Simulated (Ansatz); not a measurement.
```yaml
crystal:
  periodic: [false, false, false]
  atoms:
    - {symbol: O, position_ang: [1.147612, -1.571389, 0.887848]}
    - {symbol: Si, position_ang: [-0.132921, -0.848714, 0.209934]}
    - {symbol: O, position_ang: [-0.591318, 0.637147, 0.803086]}
    - {symbol: C, position_ang: [-0.357300, 1.174506, -0.498672]}
    - {symbol: O, position_ang: [0.113868, 0.017455, -1.189562]}
    - {symbol: H, position_ang: [1.951045, -1.062276, 1.013844]}
    - {symbol: H, position_ang: [-1.162957, -1.896740, 0.171337]}
    - {symbol: H, position_ang: [0.406213, 1.958369, -0.472243]}
    - {symbol: H, position_ang: [-1.285842, 1.545242, -0.942573]}
basis:
  gaussian: {orbitals: x2c-TZVPPall}
hamiltonian: {xc: {name: B3LYP5}}
scf: {max_iter: 3}
output: {forces: true}
```

```sh
$ ansatz run in.yaml --threads 2 --pin off --events-out ev --progress --plain --max-ram 4352MiB
```

Output, abridged:

```
Error: invalid value for `basis.gaussian`: such a run doesn't read scf.max_iter; remove what it names
```

Q: What is wrong with this run?

A: The input holds a key that doesn't belong there. The input was rejected before any iteration.

B3LYP here is the variant with VWN-RPA as its local correlation; programs differ in this.
